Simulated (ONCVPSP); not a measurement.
carbon (C) ONCV: all-electron and pseudo phase curves

```json
{
  "Element": "carbon (C)",
  "Generator": "ONCVPSP 4.0.1",
  "Type": "optimised norm-conserving Vanderbilt (ONCV)",
  "Functional": "PBEsol",
  "Relativity": "scalar-relativistic",
  "Frozen core": "[He]",
  "Valence charge": "4",
  "Reference configuration": "2s2 2p2",
  "Partial waves": "2s: rc 1.20 bohr, ncon 3, nbas 8, qcut 6.8 1/bohr, local; 2p: rc 2.00 bohr, ncon 5, nbas 9, qcut 5.5 1/bohr, 1 projector; d scattering state at 0.24 Ha: rc 1.90 bohr, ncon 5, nbas 8, qcut 5.6 1/bohr, 1 projector",
  "Local potential": "the s channel",
  "Core correction": "Teter function, fcfact 3.75, rcfact 1.45"
}
```

The phase is arctan(r·R′/R) of the radial function R(r), unwrapped; energies in Ha, scanned from -2 to 5 Ha. A pole is an energy at which the radial function vanishes at the test radius. The pseudo phase is shifted by a multiple of π to meet the all-electron one at the reference energy, and phase errors are pseudo minus all-electron; the curves can meet again beyond the range given. Levels narrower than the energy grid can be missing from the lists of poles.

Task: For each channel, where are the poles, and over which energies does the pseudopotential scatter like the atom?

Result:

| channel | radius (bohr) | reference energy (Ha) | poles, all-electron | poles, pseudo | unbroken range about the reference energy with phases within 0.05 rad | phase error 1 Ha above the reference energy (rad) |
| --- | --- | --- | --- | --- | --- | --- |
| s | 1.22 | -0.50 | 3.16 | 2.88 | below 4.1 | -0.004 |
| p | 2.03 | -0.19 | 0.30, 4.16 | 0.31, 4.95 | below 1.0 | +0.025 |
| d | 1.92 | 0.24 | 2.91 | 2.93 | below 4.5 | +0.001 |

Phases in the s channel:

```tsv
E (Ha)	all-electron	pseudo
-1.98	0.418	0.407
-1.62	0.147	0.139
-1.26	-0.177	-0.182
-0.90	-0.499	-0.501
-0.54	-0.767	-0.767
-0.18	-0.966	-0.967
0.18	-1.111	-1.113
0.54	-1.219	-1.222
0.90	-1.300	-1.306
1.26	-1.365	-1.373
1.62	-1.417	-1.427
1.98	-1.460	-1.474
2.34	-1.498	-1.515
2.70	-1.532	-1.553
3.06	-1.562	-1.589
3.42	-1.591	-1.623
3.78	-1.619	-1.659
4.14	-1.646	-1.698
4.50	-1.674	-1.740
4.86	-1.703	-1.790
```
